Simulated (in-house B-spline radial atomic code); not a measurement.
A fraction x of an electron is removed from 5p in the caesium ion Cs²⁺, starting from [Kr] 4d10 5s2 5p5 and keeping the highest spin. Level of theory: scalar-relativistic (X2C) r2SCAN, spin-polarised, spherical fractional occupations, Fermi nucleus of rms radius 4.8041 fm; calculated with a radial B-spline atomic code at the basis-set limit.

```
   x  E(x) - E(0) (eV)  5p down level (eV)
   0            0.0000             -28.623
0.09            2.6155             -29.501
0.14            4.1028             -29.990
0.29            8.7116             -31.462
0.38           11.5830             -32.348
 0.5           15.5358             -33.532
0.58           18.2500             -34.324
0.66           21.0276             -35.117
0.84           27.5094             -36.904
0.94           31.2494             -37.898
   1           33.5412             -38.494
```

The exact functional would give a straight line between the two integer points. Deviations E(x) - E(0) - x[E(1) - E(0)], in eV: -0.403 at x = 0.09, -0.593 at x = 0.14, -1.015 at x = 0.29, -1.163 at x = 0.38, -1.235 at x = 0.5, -1.204 at x = 0.58, -1.11 at x = 0.66, -0.665 at x = 0.84, -0.279 at x = 0.94.

The curve lies below the straight line by up to 1.235 eV (at x = 0.5): convex, the delocalisation error that favours fractional charges.

(1) How well does Slater's transition state (minus the level at half occupation) give the ionisation energy?

## Answers

(1) It gives 33.532 eV against 33.541 eV from the two total energies; NIST lists 33.20 eV, ground level to ground level.
